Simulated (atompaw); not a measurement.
**u(r) = r·R(r): atom against pseudo-atom (S (Z = 16))**

Columns: radius, all-electron u(r) and pseudo u(r) of the 3p shell (level -7.65 eV) of sulfur in the configuration [Ne] 3s1 3p5; LDA (PW92), scalar-relativistic, PAW (atompaw) scheme, atompaw 4.2.0.5.

```
r (bohr)  all-electron  pseudo
   0.060       -0.0818  0.0033
   0.119       -0.2053  0.0129
   0.179       -0.2971  0.0289
   0.238       -0.3379  0.0505
   0.298       -0.3337  0.0780
   0.358       -0.2939  0.1103
   0.417       -0.2307  0.1463
   0.477       -0.1510  0.1864
   0.537       -0.0630  0.2292
   0.596        0.0264  0.2732
   0.656        0.1164  0.3189
   0.715        0.2014  0.3641
   0.775        0.2825  0.4096
   0.835        0.3570  0.4538
   0.894        0.4232  0.4955
   0.954        0.4833  0.5354
   1.013        0.5352  0.5717
   1.073        0.5807  0.6053
   1.133        0.6195  0.6352
   1.192        0.6512  0.6608
   1.252        0.6775  0.6828
   1.312        0.6982  0.7008
   1.371        0.7136  0.7146
   1.431        0.7247  0.7250
   1.490        0.7316  0.7317
   1.550        0.7350  0.7350
```

How many radial nodes do the two functions have?

The all-electron 3p function has n − l − 1 = 1; the pseudo-wave has 0, since the states of the same l below it are removed with the core.

Is the pseudo-wave norm-conserving?

No, it belongs to a PAW set: the norm inside the radius is not constrained, and the difference is carried by the augmentation charge.
